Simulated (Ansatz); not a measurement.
Input file for CH6ClFSi2 (`C[Si](F)([SiH3])Cl`):

```yaml
crystal:
  periodic: [false, false, false]
  atoms:
    - {symbol: C, position_ang: [-0.077382, -0.486021, 1.699501]}
    - {symbol: Si, position_ang: [0.748985, 0.065975, 0.138778]}
    - {symbol: F, position_ang: [1.923640, -0.967756, -0.200095]}
    - {symbol: Si, position_ang: [-0.632803, 0.272701, -1.739695]}
    - {symbol: Cl, position_ang: [1.640649, 1.891538, 0.466315]}
    - {symbol: H, position_ang: [0.649695, -0.534901, 2.513704]}
    - {symbol: H, position_ang: [-0.867265, 0.213225, 1.982756]}
    - {symbol: H, position_ang: [-0.520344, -1.476216, 1.566275]}
    - {symbol: H, position_ang: [-1.688101, 1.280028, -1.451381]}
    - {symbol: H, position_ang: [0.169860, 0.715011, -2.908496]}
    - {symbol: H, position_ang: [-1.281734, -1.030484, -2.047161]}
basis:
  gaussian: {orbitals: def2-SVP}
correlation: {method: ccsd_t}
```

```sh
$ ansatz run in.yaml --threads 4 --pin off --events-out ev --progress --plain --max-ram 10444MiB
```

Output of Ansatz, abridged:

```
Functional definition: HF
1074 factors; integrals over basis functions are off by at most 1.2e-3 eV
mean field evaluation 1: about -32048.1945 eV, gradient 3.2e1 eV
mean field evaluation 2: about -32048.1965 eV, gradient 3.2e1 eV
mean field evaluation 4: about -32050.9163 eV, gradient 3.2e0 eV
mean field evaluation 8: about -32050.9575 eV, gradient 1.3e-4 eV
mean field -32050.95746565 eV, -1177.8509619435 hartree, gradient 1.8e-6 eV, S^2 0.000000; 0 other end points of the search recorded, 0 dependent functions left out
17 core orbitals not correlated: weight in the atoms' cores, before any rotation towards them, 1.000 or more for the frozen orbitals, at most 0.000 for the correlated occupied ones
reference -32050.95746565 eV, -1177.8509619435 hartree; 16, 16 occupied and 79, 79 virtual orbitals, 1074 factors
second order -17.84497250 eV of doubles, -0.00000000 eV of singles
cycle   1  -18.91650518 eV  change    -1.1e0 eV  update   9.7e-2
cycle   2  -19.38614775 eV  change   -4.7e-1 eV  update   2.9e-2
cycle   3  -19.48931158 eV  change   -1.0e-1 eV  update   1.4e-2
cycle   4  -19.48755230 eV  change    1.8e-3 eV  update   3.2e-3
cycle   5  -19.48589746 eV  change    1.7e-3 eV  update   1.1e-3
cycle   6  -19.48574636 eV  change    1.5e-4 eV  update   3.4e-4
cycle   7  -19.48564768 eV  change    9.9e-5 eV  update   1.0e-4
cycle   8  -19.48562846 eV  change    1.9e-5 eV  update   3.1e-5
perturbative correction -0.43943598 eV, -0.0161489745 hartree
Total energy: -32070.88253009 eV, -1178.5831945559 hartree
```

It took 4.8 s on 4 threads of an Intel Xeon Platinum 8375C on a shared host, with 0.51 GiB of host memory at the peak.

Correlation energy per correlated electron: -0.623 eV. T1 diagnostic: 0.0109.
